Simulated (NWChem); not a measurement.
System: C$_{2}$H$_{4}$ClNSi; SMILES Cl[Si@H]1C=NC1

Input file for NWChem:

```
start job
memory heap 200 mb stack 900 mb global 1100 mb
geometry units angstroms noautoz
  Cl    -0.006076    -1.964503    -0.273652
  Si     0.011625    -0.070606     0.566033
  C      1.098017     1.295815    -0.121870
  N      0.119585     2.088279    -0.382757
  C     -1.108456     1.301649    -0.122951
  H      0.046772    -0.264645     2.045795
  H      2.142436     1.606775    -0.259850
  H     -1.812166     1.832518     0.537974
  H     -1.631321     1.083246    -1.067349
end
basis spherical
  Cl library def2-svp
  Si library def2-svp
  C library def2-svp
  N library def2-svp
  H library def2-svp
end
dft
  xc xwpbe 1.00 cpbe96 1.0 hfexch 1.00
  cam 0.15 cam_alpha 0.0 cam_beta 1.0
  iterations 150
  vectors input atomic output neutral.movecs
end
task dft energy
charge 1
dft
  odft
  mult 2
  vectors input atomic output cation.movecs
end
task dft energy
```

The geometry was optimised at PBE0/def2-SVP.

Ions are spin-unrestricted doublets at the neutral geometry; other ion states weren't tried. Functional: LC-ωPBE (HJS hole) with def2-SVP; the question gives the range parameter ω in 1/bohr.

Question: What results follow from this input? (LC-wPBE (HJS exchange hole, range parameter 0.15 per bohr)/def2-SVP, vertical spin-unrestricted ions.) Quantities: vertical ionisation energy, ΔSCF (eV); −ε(HOMO) (eV).

Answer: 
| Item | Value |
|---|---|
| vertical ionisation energy, ΔSCF (eV) | 9.01 |
| −ε(HOMO) (eV) | 7.72 |
